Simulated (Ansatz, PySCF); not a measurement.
Reaction 2 R1 → P1 + P2, each structure at its B3LYP-D3(BJ)/def2-TZVP stationary point, reached from a drawn start (curvature not checked).
P1, BF3 (SMILES FB(F)F) (charge 0, multiplicity 1):
```xyz
4

B      0.0000     0.0000     0.0000
F      1.3156     0.0000     0.0000
F     -0.6578     1.1394     0.0000
F     -0.6578    -1.1394     0.0000
```
R1: BF2 (SMILES F[B]F), charge 0, multiplicity 2.
P2: BF (SMILES [B]F), charge 0, multiplicity 1.

```
level                     reaction energy (eV)  minus CCSD(T)/cc-pVQZ
------------------------  --------------------  ---------------------
SVWN5/def2-TZVPP                        -2.280                  0.351
PBE/def2-TZVPP                          -2.067                  0.563
PBE-D4/def2-TZVPP                       -2.071                  0.560
BLYP-D3(BJ)/def2-TZVPP                  -2.204                  0.427
BLYP-D4/def2-TZVPP                      -2.211                  0.420
r2SCAN-D4/def2-TZVPP                    -1.950                  0.681
PBE0/def2-TZVPP                         -2.130                  0.501
BHLYP/def2-TZVPP                        -2.338                  0.293
M06-2X/def2-TZVPP                       -2.316                  0.315
B2PLYP-D3(BJ)/def2-TZVPP                -2.361                  0.269
CCSD/cc-pVTZ                            -2.648                 -0.017
CCSD/cc-pVQZ                            -2.622                  0.009
CCSD(T)/cc-pVTZ                         -2.659                 -0.028
CCSD(T)/cc-pVQZ                         -2.631                  0.000
```

 The comparison column counts from a level with limits of its own.

P less R. No zero-point or thermal terms; singlets are restricted closed shells; open shells are unrestricted.

Frozen-core correlation throughout.

The values were computed with Ansatz (Gaussian orbitals); PySCF for M06-2X and the D3/D4 terms. All values are computed, each at the level named.

Ansatz is a program for electronic structure.
